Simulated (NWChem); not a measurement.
SiH$_{3}$F; SMILES F[SiH3]

```xyz
5

Si     0.0000     0.0000    -0.4569
F      0.0000     0.0000     1.1819
H      1.0052     1.0052    -0.9391
H      0.3679    -1.3731    -0.9391
H     -1.3731     0.3679    -0.9391
```
Atoms are numbered in this order, from 1.

All runs use the structure optimised with PBE-D3(BJ)/def2-SVP.

### Question
List the 4 lowest vertical singlet excitations from PBE0/def2-SVPD, TDA (NWChem).

### Answer
| state | energy (eV) | oscillator strength | leading excitation (squared amplitude) |
|---|---|---|---|
| S1 | 7.96 | 0.005 | HOMO → LUMO (0.99) |
| S2 | 7.96 | 0.005 | HOMO−1 → LUMO (0.99) |
| S3 | 9.29 | 0.127 | HOMO → LUMO+1 (0.98) |
| S4 | 9.29 | 0.127 | HOMO−1 → LUMO+1 (0.98) |
